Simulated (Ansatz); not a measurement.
Computed with Ansatz on PBE0-D4/def2-TZVP structures; ΔE is electronic, products minus reactants. CCSD(T)/CBS adds triple-zeta CCSD(T) − MP2 to the extrapolated MP2 energy (def2 sets, frozen cores). This one scheme is used for every species. Functionals use def2-TZVPP. B3LYP here is the variant with VWN-RPA as its local correlation; programs differ in this. For Zn outer-core shells are correlated without core-valence functions, which leaves a few kJ/mol of doubt a bond. Scalar relativity is left out up to krypton. Each species was taken in one conformer, which may not be the lowest.

`[AlH2][O][SiH2][AlH2]` + `[ZnH2]` → `[AlH2][SiH2][ZnH]` + `[OH][AlH2]`  (formal exchange of groups at the Si–O bond)

| level | ΔE (kcal/mol) |
| --- | --- |
| PBE-D4 | 7.2 |
| PBE | 6.7 |
| revPBE | 6.5 |
| B3LYP | 12.7 |
| CAM-B3LYP | 15.1 |
| HF/def2-TZVPP | 19.6 |
| MP2/def2-TZVPP | 13.2 |
| HF/def2-QZVPP | 20.1 |

Problem. What does CCSD(T)/CBS give? (Estimate.)

Solution. Ansatz gave: +11.8 kcal/mol. The listed levels differ from it by -4.6, -5.1, -5.3, 0.9, 3.3, 7.8, 1.4, 8.3 kcal/mol.

Largest T1 diagnostic among the species: 0.016.

In def2-TZVPP, CCSD(T) changes the Hartree–Fock value by −6.9 kcal/mol (the triples alone add −1.1 kcal/mol) and MP2 by −6.4 kcal/mol. The D4 term adds +0.8 kcal/mol with B3LYP and +0.5 kcal/mol with PBE0; it sums over pairs of atoms, weighted by their polarisabilities, and B3LYP, whose exchange is more repulsive, gets the larger term.
